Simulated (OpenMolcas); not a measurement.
An OpenMolcas run meant for Tl²⁺ (ANO-R3, X2C; inactive shells 1s 2s 2p 3s 3p 3d 4s 4p 4d 4f 5s 5p 5d; intended active space 1 electron in 9 orbitals (RAS2 6s 6p; RAS3 6d, at most 1 electron)). One step of its input:

```
&CASPT2
Multistate=1 1
Frozen=15 19
IPEA=2.0
Imaginary=0.1
MaxIter=60
WThr=0.0 0.3 0.05
PrWF=0.5
NoMix
```

The run finished. Its levels beside those of a sound run (SS-RASPT2, IPEA 0.25 Eh, imaginary shift 0.1 Eh (closed shells correlated: 5d)), in cm⁻¹ above each run's lowest level:

```tsv
Level	This run	Usual run
6s ²S_1/2	0.0	0.0
6p ²P°_1/2	66655	67266
6p ²P°_3/2	78745	79356
```

Task: Which setting is unsound, and how much does it matter here?

Result: The IPEA shift is far above its usual 0.25 hartree. Against the sound run the excited levels shown move by 610 cm-1 on average and by 610 cm-1 at most.

With one active electron outside closed inactive shells, the extra shells (6d) add no correlation to the reference. Spin-orbit splittings of 6p shells tend to come out small when the coupling is added on scalar orbitals. With one active electron, CASPT2 adds the correlation within the correlated inactive shells and between them and that electron, and leaves the splitting within a term as the reference gives it. Only configurations of the active space appear.

° marks odd parity.
